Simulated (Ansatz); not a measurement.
Relaxation of CH9AsSi2 (13 atoms, charge 0, multiplicity 1), to a largest force component of 0.02 eV/Å in at most 50 steps.

These are results of Ansatz, RKS revPBE-D4/def2-SVP, not measurements.

```xyz
13
Properties=species:S:1:pos:R:3
C -1.381 0.413 1.466
Si -0.699 -0.968 0.495
Si 1.237 -0.339 -0.372
As 1.024 1.506 -1.743
H -0.738 0.739 2.256
H -1.578 1.338 0.774
H -2.379 0.153 1.886
H -1.567 -1.323 -0.603
H -0.495 -2.096 1.435
H 2.188 0.021 0.757
H 0.602 2.556 -0.728
H 2.378 1.325 -2.376
H 0.201 0.645 -2.844
```

Q: Where does it end, and by what steps?

A: The forces met the threshold. After 13 steps the energy has fallen by 2.547 eV; Si3 moved furthest, 0.66 Å.

```tsv
step	energy less start (eV)	largest force component (eV/Å)	accepted
0	0.0000	2.700	yes
1	-1.2377	1.642	yes
2	-2.0592	1.092	yes
3	-2.4762	0.272	yes
4	-2.3787	1.035	no
5	-2.5291	0.083	yes
6	-2.5359	0.048	yes
7	-2.5416	0.059	yes
8	-2.5441	0.053	yes
9	-2.5457	0.037	yes
10	-2.5460	0.045	yes
11	-2.5463	0.030	yes
12	-2.5465	0.040	yes
13	-2.5467	0.012	yes
```

```xyz
13
Properties=species:S:1:pos:R:3
C -1.320 0.529 1.434
Si -0.647 -0.987 0.489
Si 1.609 -0.888 -0.343
As 1.038 1.122 -1.561
H -0.639 0.791 2.269
H -1.406 1.416 0.774
H -2.326 0.323 1.855
H -1.601 -1.308 -0.643
H -0.686 -2.178 1.421
H 2.078 0.053 0.793
H 0.249 2.348 -1.063
H 2.205 1.882 -2.189
H 0.237 0.867 -2.832
```

Whether the end is a true minimum wasn't checked by a vibrational analysis.

Run time: 76 s on 2 threads of Intel(R) Xeon(R) Processor @ 2.50GHz (Skylake/Cascade Lake) (shared host), peak memory 0.19 GiB.
